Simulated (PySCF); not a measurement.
SMILES COc1cccc([SiH3])c1, singlet (GFN2-xTB optimised geometry):

```
19

C     -1.529    -2.495     0.003
O     -2.153    -1.235    -0.002
C     -1.369    -0.117     0.000
C     -2.053     1.099     0.001
C     -1.349     2.286     0.002
C      0.036     2.276     0.001
C      0.737     1.076     0.000
Si     2.623     1.054     0.032
C      0.019    -0.117     0.000
H     -0.915    -2.637     0.899
H     -0.910    -2.643    -0.888
H     -2.337    -3.224     0.003
H     -3.131     1.083     0.000
H     -1.884     3.224     0.002
H      0.578     3.210     0.000
H      3.131     2.237    -0.665
H      3.088     1.059     1.422
H      3.099    -0.162    -0.632
H      0.566    -1.048    -0.002
```

Computed with B3LYP/def2-SVP in PySCF 2.14.0.

### Question
What are the frontier orbital energies and the dipole moment?

### Answer
HOMO-2 -8.41 eV, HOMO-1 -7.08 eV, HOMO -6.22 eV, LUMO -0.58 eV, LUMO+1 0.05 eV; dipole moment 1.06 D.

Meta-Löwdin charges at B3LYP/def2-SVP: C1 -0.07, O2 -0.34, C3 0.21, C4 -0.13, C5 -0.09, C6 -0.12, C7 -0.20, Si8 0.51, C9 -0.16, H10 0.09, H11 0.09, H12 0.12, H13 0.11, H14 0.10, H15 0.09, H16 -0.10, H17 -0.11, H18 -0.11, H19 0.10.
